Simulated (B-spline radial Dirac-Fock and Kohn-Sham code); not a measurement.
## What relativity does to the binding energies of Yb²⁷⁺

System: the Yb²⁷⁺ ion, 1s2 2s2 2p6 3s2 3p6 3d10 4s2 4p6 4d7.

Both columns are ΔSCF binding energies of the configuration average from a radial B-spline solver: non-relativistic Hartree-Fock with a point nucleus, and Dirac-Fock with a finite nucleus and the Coulomb interaction alone, averaged over the two j levels with weights 2j+1.

```
shell  Hartree-Fock (eV)  Dirac-Fock (eV)  shift (eV)  shift (%)
   1s            58147.6          62574.0    +4426.45      +7.61
   2s            10332.1          11492.1    +1160.00     +11.23
   2p             9897.1          10276.7     +379.66      +3.84
   3s             3080.0           3365.1     +285.10      +9.26
   3p             2882.5           2987.2     +104.74      +3.63
   4s             1264.8           1349.0      +84.19      +6.66
   4p             1177.2           1209.0      +31.82      +2.70
   4d             1026.4           1024.4       -1.98      -0.19
```

Relativity binds 1s, 2s, 2p, 3s, 3p, 4s, 4p more strongly, among those listed most of all 2s in relative terms, and 4d more weakly, because the contracted s and p shells screen the nucleus better.

Values without a named source are computed, but for edge energies of neutral atoms, which are taken from tables.
